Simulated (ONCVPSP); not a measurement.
**u(r) = r·R(r): atom against pseudo-atom (H (Z = 1))**

Columns: radius, all-electron u(r) and pseudo u(r) of the 1s shell (level -6.35 eV) of hydrogen in the configuration 1s1; LDA (Perdew-Wang 92), scalar-relativistic, ONCV scheme, ONCVPSP 4.0.1.

```tsv
r (bohr)	all-electron	pseudo
0.060	0.1046	0.0833
0.120	0.1971	0.1650
0.180	0.2783	0.2434
0.240	0.3496	0.3173
0.300	0.4115	0.3854
0.360	0.4652	0.4470
0.420	0.5114	0.5015
0.480	0.5508	0.5487
0.540	0.5840	0.5885
0.600	0.6118	0.6211
0.660	0.6347	0.6469
0.720	0.6532	0.6664
0.780	0.6676	0.6803
0.840	0.6786	0.6893
0.900	0.6864	0.6945
0.960	0.6914	0.6966
1.020	0.6938	0.6966
1.080	0.6941	0.6951
1.140	0.6923	0.6925
1.200	0.6889	0.6889
1.260	0.6838	0.6839
1.320	0.6775	0.6775
1.380	0.6700	0.6700
1.440	0.6614	0.6614
1.500	0.6519	0.6519
1.560	0.6417	0.6417
```

(1) How many radial nodes do the two functions have?

(2) At about which radius was the pseudo-wave matched?

(3) Is the pseudo-wave norm-conserving?

## Answers

(1) The all-electron 1s function has n − l − 1 = 0; the pseudo-wave has 0.

(2) 1.20 bohr, where the columns begin to agree (steps of 0.06 bohr).

(3) Yes: the ONCV scheme keeps the norm inside the radius equal to the all-electron one, which fixes the energy derivative of the logarithmic derivative at the level.
